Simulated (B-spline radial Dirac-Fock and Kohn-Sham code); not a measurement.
The computed values come from a radial B-spline solver: Dirac-Hartree-Slater photoionisation with all multipoles and Dirac-Fock thresholds. Kinetic energies are from the vacuum level. Open shells are spread statistically over j, without multiplet splitting. Without correlation, outer binding energies are uncertain by a few eV, most for open f shells.

Question: A free atom or ion in its tabulated ground configuration is ionised with Ag Lα (2984.4 eV) photons and gives these photoelectron lines. Identify it and assign the lines.

| kinetic energy (eV) | relative cross section |
| --- | --- |
| 187.1 | 19.7 |
| 500.1 | 46.8 |
| 921.9 | 71.3 |
| 988.5 | 100.0 |
| 2241.6 | 4.5 |
| 2348.3 | 5.6 |
| 2421.3 | 11.6 |
| 2596.7 | 10.9 |
| 2610.2 | 15.2 |
| 2791.7 | 0.93 |
| 2829.0 | 1.0 |
| 2832.6 | 3.1 |
| 2835.0 | 3.9 |
| 2841.4 | 2.0 |

Answer: Re⁷⁺, [Xe] 4f14. Binding energies are hν less the kinetic energy: 3p1/2 2797.3 eV, 3p3/2 2484.3 eV, 3d3/2 2062.5 eV, 3d5/2 1995.9 eV, 4s 742.8 eV, 4p1/2 636.1 eV, 4p3/2 563.1 eV, 4d3/2 387.7 eV, 4d5/2 374.2 eV, 5s 192.7 eV, 5p1/2 155.4 eV, 4f5/2 151.8 eV, 4f7/2 149.4 eV, 5p3/2 143.0 eV.

Question: A free atom or ion in its tabulated ground configuration is ionised with 6000 eV photons and gives these photoelectron lines. Identify it and assign the lines.

```
kinetic energy (eV)  relative cross section
             5036.7                   100.0
             5884.1                     6.7
             5906.6                    0.12
             5906.8                    0.24
```

Answer: Ne³⁺, [He] 2s2 2p3. Binding energies are hν less the kinetic energy: 1s 963.3 eV, 2s 115.9 eV, 2p1/2 93.39 eV, 2p3/2 93.24 eV.
